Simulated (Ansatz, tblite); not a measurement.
Forces on fac-Co(OH)3(H2O)3 (CoO₆H₉) at its PBE0-D4/def2-SVP geometry. Total charge 0; singlet.

The xTB rows come from tblite. The restricted singlet is unstable towards broken spin symmetry in Hartree–Fock (as tested in another run); at PBE-D4/def2-TZVP this wasn't settled. No other spin state of charge 0 was run.

GFN1-xTB (tblite), largest force 0.62 eV/Å:

```xyz
16
positions Å, forces eV/Å
Co   -0.057    0.073   -0.016    0.088   -0.071   -0.142
O     1.044   -1.299    0.583    0.452    0.411   -0.082
O    -1.285    1.522   -0.588    0.372    0.090    0.064
O     0.946    0.735   -1.397    0.286   -0.063    0.330
O    -1.172   -0.775    1.423   -0.096   -0.236    0.085
O     0.523    1.393    1.107    0.071   -0.369    0.185
O    -0.463   -1.355   -1.383    0.220   -0.043   -0.065
H     1.913   -0.960    0.824    0.091   -0.044    0.045
H    -0.630    1.712   -1.301   -0.398    0.124    0.174
H    -0.886    2.019    0.172   -0.314   -0.002   -0.395
H     1.683    1.222   -1.007    0.057    0.045   -0.101
H    -0.362   -1.348    1.534   -0.466    0.192    0.099
H    -1.859   -1.338    1.043    0.157    0.090    0.062
H     0.307    1.129    2.009    0.053    0.087   -0.003
H     0.257   -1.864   -0.939   -0.352    0.024   -0.320
H     0.041   -0.865   -2.063   -0.222   -0.235    0.062
```

GFN2-xTB (tblite), largest force 0.71 eV/Å:

```
Co 0.018 0.052 -0.166
O 0.664 0.262 0.038
O 0.395 0.251 0.034
O 0.461 0.165 0.321
O -0.170 -0.308 0.182
O -0.094 -0.287 0.415
O 0.355 -0.135 -0.204
H -0.095 -0.173 0.022
H -0.370 0.101 -0.042
H -0.319 0.089 -0.170
H -0.080 -0.045 -0.256
H -0.300 0.090 0.147
H 0.037 0.076 0.086
H 0.126 0.210 -0.134
H -0.321 -0.115 -0.256
H -0.309 -0.233 -0.015
```

PBE-D4/def2-TZVP (Ansatz), largest force 0.62 eV/Å:

```
Co -0.437 -0.235 -0.092
O 0.004 -0.499 0.073
O -0.576 -0.198 -0.082
O 0.059 0.021 -0.547
O -0.198 0.376 0.334
O 0.331 0.527 -0.008
O -0.536 -0.107 -0.085
H 0.377 0.167 0.096
H 0.229 0.153 -0.427
H 0.066 0.296 0.410
H 0.354 0.210 0.158
H 0.338 -0.261 0.151
H -0.349 -0.186 -0.198
H -0.099 -0.105 0.436
H 0.292 -0.320 0.149
H 0.146 0.163 -0.367
```
